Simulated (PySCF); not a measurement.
Working out the excitation energy of Ar⁺

Ar⁺ [Ne] 3s2 3p5 (2P) → Ar⁺ [Ne] 3s1 3p6 (2S). All numbers are calculated (PySCF 2.14, no relativity, point nucleus, in aug-cc-pwCVDZ (6s5p3d, 36 functions)). Frozen: 1s2. Energies in hartree (1 hartree = 27.21139 eV):

```tsv
part	Ar⁺ (lower)	Ar⁺ (upper)
UHF	-526.261926	-525.583323
CCSD correlation	-0.292016	-0.458483
(T)	-0.003246	-0.021336
```

Problem. What does Hartree-Fock give?

Solution. (-525.583323) − (-526.261926) = 0.678603 hartree = 18.466 eV.

Problem. What do CCSD and CCSD(T) give?

Solution. The CCSD correlation energies differ by -0.166467 hartree = -4.530 eV and the triples by -0.018090 hartree = -0.492 eV, so CCSD gives 13.936 eV and CCSD(T) 13.444 eV.

Measured between the centres of the two terms (NIST): 13.421 eV, so CCSD(T) (valence and next inner shell) is off by 0.023 eV.

A double-zeta basis recovers only part of the correlation energy.

The coupled-cluster amplitudes are large, so a single reference is strained.

What remains against the reference includes basis incompleteness, the frozen core and higher excitations.
